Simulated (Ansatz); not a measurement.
Mulliken charges of FH₅NSi₂ (`N[Si](F)[SiH3]`) radical from ωB97M-V/def2-TZVPP in Ansatz (PBE0-D4/def2-TZVP geometry).

```csv
atom,x (Å),y (Å),z (Å),charge (e)
N1,-0.488,1.730,0.226,-0.313
Si2,-0.069,0.264,1.016,0.406
F3,1.343,0.598,1.721,-0.309
Si4,0.185,-1.466,-0.576,0.028
H5,-1.359,1.811,-0.275,0.119
H6,-0.203,2.614,0.620,0.126
H7,-1.117,-1.576,-1.291,-0.024
H8,0.443,-2.746,0.134,-0.017
H9,1.265,-1.230,-1.575,-0.016
```

Q: By hand: the dipole of these point charges (1 e Å = 4.8032 D).

A: Σ q r = (-0.473, -0.011, -0.107) e Å, of length 0.485 e Å = 2.33 D.

Q: How does the dipole of the full density compare? (An estimate is asked.)

A: Computed: (-0.344, 0.252, -0.139) e Å, 2.15 D; the point charges give 1.08 times that, at 37° from its direction.

Point charges leave out the atoms' own dipoles, such as those of lone pairs, and Mulliken's split depends on the basis, so the two needn't agree.
